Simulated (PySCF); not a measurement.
# Bonding in `C#C[C@@H]1CC[C@H]1C#C`

Compound: C8H8.
SMILES with atom numbers: `[CH:1]#[C:2][C@@H:3]1[CH2:4][CH2:5][C@H:6]1[C:7]#[CH:8]` (hydrogens: H9 on C1; H10 on C3; H11, H12 on C4; H13, H14 on C5; H15 on C6; H16 on C8)

Cartesian coordinates in Å at the GFN2-xTB level; atoms count from 1:
```
atom  x, y, z in Å
C1    -0.030    3.117    0.151
C2    -0.128    1.949   -0.095
C3    -0.253    0.534   -0.325
C4    -1.576   -0.125    0.121
C5    -0.783   -1.212    0.857
C6     0.510   -0.388    0.674
C7     1.648   -1.086    0.137
C8     2.563   -1.677   -0.361
H9     0.058    4.145    0.339
H10    0.003    0.299   -1.361
H11   -2.225   -0.464   -0.684
H12   -2.146    0.515    0.793
H13   -1.075   -1.403    1.888
H14   -0.749   -2.156    0.316
H15    0.794    0.151    1.580
H16    3.380   -2.190   -0.774
```

Bond orders from the PBE0/pcSseg-1 density (PySCF). Geometry: GFN2-xTB, one conformer, isolated molecule.

Question: How far do the computed orders between heavy atoms stray from the drawn ones?

Answer: The largest departure is 0.494, at C1–C2 (drawn triple, 2.506) and C7–C8 (drawn triple, 2.507). Drawn double or triple, more than 0.30 short of the drawn order: C1–C2 (2.506) and C7–C8 (2.507).

Question: Set the Mayer orders of the bonds beside their lengths.

Answer: 
```csv
bond,drawn as,length (Å),Mayer order
C1–C2,triple,1.198,2.506
C2–C3,single,1.439,1.029
C3–C4,single,1.544,1.003
C4–C5,single,1.534,1.061
C5–C6,single,1.544,1.003
C6–C7,single,1.439,1.032
C7–C8,triple,1.198,2.507
C6–C3,single,1.558,0.938
C1–H9,single,1.049,1.152
C3–H10,single,1.093,0.889
C4–H11,single,1.088,0.956
C4–H12,single,1.089,0.943
C5–H13,single,1.088,0.956
C5–H14,single,1.089,0.943
C6–H15,single,1.093,0.888
C8–H16,single,1.049,1.151
```

Bonds between the same two heavy elements. C–C: lowest C6–C3 (0.938, 1.558 Å), highest C7–C8 and C1–C2 (2.507, 1.198 Å); in 2 of the 28 pairs the longer bond (by over 0.003 Å) has the higher order (by 0.02 or more). Bonds named together lie within 0.004.

Question: Sum the orders of all bonds at each heavy atom with more than one neighbour and set the sums beside the valence in the SMILES.

Answer: C1 3.658 (drawn 4), C2 3.535 (drawn 4), C3 3.859 (drawn 4), C4 3.963 (drawn 4), C5 3.963 (drawn 4), C6 3.861 (drawn 4), C7 3.539 (drawn 4), C8 3.658 (drawn 4). Orders between atoms that aren't bonded are not in these sums.

For a closed shell the Mayer order of atoms A and B is Σ (PS)μν (PS)νμ over the basis functions μ on A and ν on B, with P the density and S the overlap matrix.
